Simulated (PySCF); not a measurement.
Cyclooctane, C8H16, SMILES C1CCCCCCC1, singlet (GFN2-xTB optimised geometry):

```
24

C     -1.748     0.978     1.960
C     -1.383    -0.407     2.505
C     -0.908    -1.434     1.465
C      0.596    -1.443     1.172
C      1.056    -0.571     0.000
C      0.559     0.876     0.000
C      0.707     1.579     1.355
C     -0.624     2.019     1.968
H     -2.557     1.388     2.570
H     -2.150     0.866     0.952
H     -2.283    -0.819     2.971
H     -0.635    -0.309     3.293
H     -1.169    -2.423     1.852
H     -1.464    -1.300     0.536
H      0.897    -2.467     0.936
H      1.135    -1.166     2.080
H      0.734    -1.039    -0.934
H      2.150    -0.571     0.000
H      1.118     1.420    -0.765
H     -0.485     0.895    -0.308
H      1.221     0.919     2.053
H      1.334     2.467     1.249
H     -0.988     2.900     1.432
H     -0.436     2.324     3.001
```

Level of theory: PBE0/def2-SVP in PySCF 2.14.0.

**Question.** What are the frontier orbital energies and the dipole moment?

**Answer.** HOMO-2 -8.41 eV, HOMO-1 -8.26 eV, HOMO -8.26 eV, LUMO 1.70 eV, LUMO+1 2.08 eV; dipole moment 0.07 D.

On the same geometry PBE/def2-SVP (PySCF) gives HOMO-2 -7.01 eV, HOMO-1 -6.89 eV, HOMO -6.88 eV, LUMO 0.84 eV, LUMO+1 1.19 eV; dipole moment 0.07 D.

Meta-Löwdin charges at PBE0/def2-SVP: C1 -0.17, C2 -0.18, C3 -0.18, C4 -0.17, C5 -0.17, C6 -0.18, C7 -0.18, C8 -0.17, H9 0.09, H10 0.08, H11 0.09, H12 0.08, H13 0.09, H14 0.08, H15 0.09, H16 0.08, H17 0.09, H18 0.09, H19 0.09, H20 0.09, H21 0.09, H22 0.09, H23 0.09, H24 0.09.
